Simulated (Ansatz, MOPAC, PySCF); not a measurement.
CH5BiO2, SMILES `[Bi]([OH])([CH3])[OH]` (O–Bi–O–H torsion 65°, O–Bi–O–H torsion -65°), neutral singlet in the gas phase. In the def2 sets core potentials replace the inner electrons of Bi.

Cartesian coordinates (Å):
```xyz
9

C      1.2439    -0.0503    -0.2069
Bi    -0.8057    -0.0509    -1.1911
O     -1.4556     1.6487    -0.1523
O     -1.5519    -1.5659     0.0490
H      1.7793    -0.9788    -0.4546
H      1.1196     0.0140     0.8851
H      1.8263     0.8155    -0.5555
H     -1.0274     1.7161     0.7101
H     -1.1283    -1.5483     0.9160
```
Charge 0, spin multiplicity 1.

All levels are single points at this geometry (PBE0-D3(BJ)/def2-SVP); Pople sets use spherical d functions. Orbital energies aren't observables, and empty levels follow the basis.

PM6 in MOPAC gives HOMO (eV) = -10.32.

### Question
Estimate the HOMO (eV) from each of these levels: B3LYP-D3(BJ)/def2-TZVP in Ansatz (a first-principles code); CAM-B3LYP-D3(BJ)/def2-TZVP in Ansatz; PBE-D3(BJ)/def2-TZVP in Ansatz; B3LYP/6-31G* (LANL2DZ on Bi) in PySCF; HF/6-31G* (LANL2DZ on Bi) in PySCF; AM1 in MOPAC; PM3 in MOPAC; PM7 in MOPAC.

### Answer

```csv
level,HOMO (eV)
B3LYP-D3(BJ)/def2-TZVP in Ansatz,-7.47
CAM-B3LYP-D3(BJ)/def2-TZVP in Ansatz,-8.97
PBE-D3(BJ)/def2-TZVP in Ansatz,-6.40
B3LYP/6-31G* (LANL2DZ on Bi) in PySCF,-7.23
HF/6-31G* (LANL2DZ on Bi) in PySCF,-10.17
AM1 in MOPAC,-10.11
PM3 in MOPAC,-9.76
PM7 in MOPAC,-9.72
```
